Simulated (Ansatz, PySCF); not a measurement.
Isomers of BH5OSi: 1 is BO[SiH3], 2 is OB[SiH3]; one conformer of each (the lowest of an xTB search), B3LYP-D3(BJ)/def2-TZVP minima.
Isomer 1 (charge 0, multiplicity 1, Z-matrix in Å and degrees):
```
O
B 1 1.3486
H 2 1.1943 1 118.14
H 2 1.1994 3 121.87 1 180.00
Si 1 1.6612 2 133.92 3 -179.97
H 5 1.4769 1 107.89 2 120.59
H 5 1.4769 6 110.09 1 -117.50
H 5 1.4805 6 110.36 7 -122.06
```
Isomer 2 (charge 0, multiplicity 1):
```json
[
 {"atom": "O", "x (Å)": "1.7804", "y (Å)": "-0.3482", "z (Å)": "-0.2605"},
 {"atom": "B", "x (Å)": "0.7395", "y (Å)": "0.4096", "z (Å)": "0.1589"},
 {"atom": "Si", "x (Å)": "-1.1509", "y (Å)": "-0.2825", "z (Å)": "-0.0763"},
 {"atom": "H", "x (Å)": "2.6462", "y (Å)": "0.0507", "z (Å)": "-0.1131"},
 {"atom": "H", "x (Å)": "0.9598", "y (Å)": "1.4779", "z (Å)": "0.6627"},
 {"atom": "H", "x (Å)": "-1.8228", "y (Å)": "-0.3624", "z (Å)": "1.2483"},
 {"atom": "H", "x (Å)": "-1.9346", "y (Å)": "0.6741", "z (Å)": "-0.9030"},
 {"atom": "H", "x (Å)": "-1.2176", "y (Å)": "-1.6192", "z (Å)": "-0.7170"}
]
```

No zero-point or thermal terms.

Programs: Ansatz (Gaussian basis) for Hartree–Fock, density functionals and correlated methods; PySCF for the dispersion terms. Each number belongs to the level named beside it.

Problem. Predict the electronic energy of isomer 2 less that of isomer 1 from HF/cc-pV(D+d)Z.

Solution. 25.4 kcal/mol

Ansatz is an electronic-structure program.
